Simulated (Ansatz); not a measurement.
`[SnH3][SiH]1CO1` + HI → `I[SiH]1CO1` + `[SnH4]` at 298.15 K and 1 bar (cleavage of the Si–Sn bond).

Gas-phase electronic energies from Ansatz, PBE0-D4/def2-TZVP geometries. CCSD(T)/CBS is the MP2 limit (def2-TZVPP, def2-QZVPP) plus CCSD(T) − MP2 in def2-TZVPP, frozen cores. Elements past krypton have def2 core potentials. For I, Sn outer-core shells are correlated without core-valence functions, which leaves a few kJ/mol of doubt a bond.

```
          species  CCSD(T)/CBS energy (Eh)  H − E (kJ/mol)  S (J/(mol·K))
`[SnH3][SiH]1CO1`               -619.89889           177.6          356.3
               HI               -298.03592            22.7          206.5
     `I[SiH]1CO1`               -701.56659           121.3          318.5
         `[SnH4]`               -216.39156            79.6          228.5
```

H − E and S are ideal-gas, rigid-rotor, harmonic terms from PBE0-D4/def2-TZVP, for one conformer and one mirror image of each species. 1 Eh = 2625.50 kJ/mol, R = 8.31446 J/(mol·K).

Question: By hand: ΔE, ΔH, ΔS and ΔG.

Answer: ΔE = (-701.56659) + (-216.39156) − (-619.89889) − (-298.03592) = -0.02334 Eh = -61.3 kJ/mol. Δ(H − E) = 121.3 + 79.6 − 177.6 − 22.7 = 0.6, so ΔH = -60.7 kJ/mol. ΔS = 318.5 + 228.5 − 356.3 − 206.5 = -15.8 J/(mol·K). ΔG = -60.7 − 298.15 × (-15.8)/1000 = -56.0 kJ/mol.

Question: By hand: the equilibrium constant, and the temperature at which ΔG would vanish if ΔH and ΔS stayed fixed.

Answer: log₁₀ K = −ΔG/(RT ln 10) = 9.8. ΔG = 0 at ΔH/ΔS = 3842 K, far beyond where these terms or the molecules hold.

ΔH outweighs TΔS. A doubt of 5 kJ/mol in ΔE shifts log₁₀ K by 0.9 here. Other conformers and mirror images would add mixing entropy, several J/(mol·K) or more a flexible species. These are equilibria of isolated gas molecules and say nothing of rates. Largest T1 diagnostic: 0.015 (customary marks: 0.02 for closed shells, 0.045 for open ones).
